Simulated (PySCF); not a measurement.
## Ag⁺: interval between two levels

Ag⁺ [Kr] 4d10 → Ag⁺ [Kr] 4d9 5s1 [3D3, M_J = 3], as a difference of total energies. Calculation: PySCF 2.14, in x2c-TZVPall-2c; the two-component X2C-1e Hamiltonian. Correlated levels: [Ar] 3d10 frozen; the 6 highest virtual spinors dropped. "Screened" scales the spin-orbit matrix elements by Boettger's factors to mimic the two-electron term; Breit and QED terms are absent.

Task: Order these methods by the interval between two levels they give, lowest first.
A. GHF (spin-free)
B. GHF (screened spin-orbit)
C. GMP2 (screened spin-orbit)
D. GMP2 (spin-free)

Result: B (34395 cm⁻¹), A (36285 cm⁻¹), C (38548 cm⁻¹), D (40525 cm⁻¹).

The spin-free rows relax to the high-spin LS determinant and lack the spin-orbit shift.

Errors of the correlated levels include the incompleteness of this basis and the frozen core.

The labels give the starting determinants; with spin-orbit coupling the two ends relaxed to ⟨J²⟩ = 0.00, ⟨L²⟩ = 0.02, ⟨S²⟩ = 0.02 and ⟨J²⟩ = 12.01, ⟨L²⟩ = 6.02, ⟨S²⟩ = 2.02.

For comparison: 39168 cm⁻¹ (measured; NIST Handbook of Basic Atomic Spectroscopic Data (Sansonetti and Martin, J. Phys. Chem. Ref. Data 34, 1559 (2005))).
